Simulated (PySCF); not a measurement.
Ligands exchanged one at a time, Sn Cl-H. Gas-phase values, no solvent. Strings in code marks are SMILES.

Computed with B3LYP-D3(BJ)/def2-TZVP in PySCF. B3LYP has the VWN-RPA correlation part, as in Gaussian. Excitations are Tamm–Dancoff values on a coarser integration grid. The basis has no diffuse functions, so Rydberg states are missing or too high.

```csv
species,LUMO (eV),S1–T1 gap (TDA) (eV),S1 oscillator strength
0 of 4 Cl replaced by H (`[Cl][Sn]([Cl])([Cl])[Cl]`),-3.71,–,0.000
1 of 4 Cl replaced by H,-2.77,0.36,___
2 of 4 Cl replaced by H,___,0.64,0.041
3 of 4 Cl replaced by H (`[SnH3][Cl]`),-1.23,0.44,0.019
4 of 4 Cl replaced by H (`[SnH4]`),–,–,–
```

Question: Complete the blanks.

Answer: 
- 1 of 4 Cl replaced by H, S1 oscillator strength: 0.000
- 2 of 4 Cl replaced by H, LUMO (eV): -1.84
